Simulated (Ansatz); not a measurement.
Cost and result for the atomization energy of CH5AlBNS, SMILES `[BH2][Al]([SH])[CH]=N` (10 atoms, 9 bonds).

Z-matrix (Å, degrees):
```
B
Al 1 2.119
H 1 1.199 2 122.4
H 1 1.199 2 122.5 3 180.0
S 2 2.195 1 121.4 3 91.6
C 2 1.990 1 128.8 3 -88.5
H 5 1.343 2 94.0 1 2.5
N 6 1.274 2 123.8 1 -175.6
H 6 1.099 2 122.1 1 4.2
H 8 1.024 6 111.9 2 -0.2
```

Charge 0, multiplicity 1. The geometry is a stationary point of PBE0-D4/def2-TZVP. It is one conformer, not always the lowest. Program: Ansatz. All runs use 4 threads of an Arm Neoverse V2 on a shared host. Times are those of one run each, without the atoms' runs, and a repeat can differ threefold. Electronic energies, without spin–orbit coupling; frozen cores. CCSD(T)/CBS adds CCSD(T) − MP2 in def2-TZVPP to the MP2 limit, and its time is that of the two runs behind it. T1 = 0.013; the RHF reference is unstable towards UHF. B3LYP takes the VWN-RPA correlation (the form of Gaussian; ORCA's B3LYP/G).

CCSD(T)/CBS is a level of theory with its own doubt, some kJ/mol a heavy atom from the limit and from the frozen cores, so smaller differences don't rank the functionals.

```json
{"level": "PBE-D4/def2-TZVPP (with forces)", "functions": "247", "wall time": "2 s"}
{"level": "PBE0-D4/def2-TZVPP", "functions": "247", "wall time": "2.2 s"}
{"level": "B3LYP-D4/def2-TZVPP (with forces)", "functions": "247", "wall time": "3.3 s"}
{"level": "r2SCAN-D4/def2-TZVPP (with forces)", "functions": "247", "wall time": "3.7 s"}
{"level": "B2PLYP/def2-TZVPP", "functions": "247", "wall time": "4 s"}
{"level": "ωB97X-V/def2-TZVPP", "functions": "247", "wall time": "6 s"}
{"level": "ωB97M-V/def2-TZVPP (with forces)", "functions": "247", "wall time": "8.5 s"}
{"level": "MP2/def2-QZVPP", "functions": "461", "wall time": "16 s"}
{"level": "CCSD(T)/def2-TZVPP", "functions": "247", "wall time": "77 s"}
{"level": "CCSD(T)/CBS(def2)", "functions": "–", "wall time": "93 s"}
```

Question: What atomization energy does each give, and how far from CCSD(T)/CBS? (Estimate.)

Answer: The calculation gave: 
```tsv
level	atomization (kcal/mol)	difference from CCSD(T)/CBS	per bond
PBE-D4/def2-TZVPP (with forces)	818.0	21.1	2.3
PBE0-D4/def2-TZVPP	801.1	4.2	0.5
B3LYP-D4/def2-TZVPP (with forces)	801.2	4.3	0.5
r2SCAN-D4/def2-TZVPP (with forces)	802.3	5.4	0.6
B2PLYP/def2-TZVPP	789.9	-7.0	-0.8
ωB97X-V/def2-TZVPP	803.9	7.0	0.8
ωB97M-V/def2-TZVPP (with forces)	803.8	6.9	0.8
MP2/def2-QZVPP	798.9	2.0	0.2
CCSD(T)/def2-TZVPP	773.3	-23.6	-2.6
CCSD(T)/CBS(def2)	796.9	0.0	0.0
```

In def2-TZVPP, CCSD(T) changes the Hartree–Fock value by +206.2 kcal/mol (the triples alone add +14.3 kcal/mol) and MP2 by +217.9 kcal/mol; breaking electron pairs costs correlation energy, which Hartree–Fock lacks. The D4 term adds +8.1 kcal/mol with B3LYP and +4.3 kcal/mol with PBE0; it sums over pairs of atoms, weighted by their polarisabilities, and B3LYP, whose exchange is more repulsive, gets the larger term. From PBE to PBE0 (25 % exact exchange), in def2-TZVPP and without D4, the atomization energy moves by −16.2 kcal/mol: exact exchange takes away binding that semilocal exchange gives to molecules.
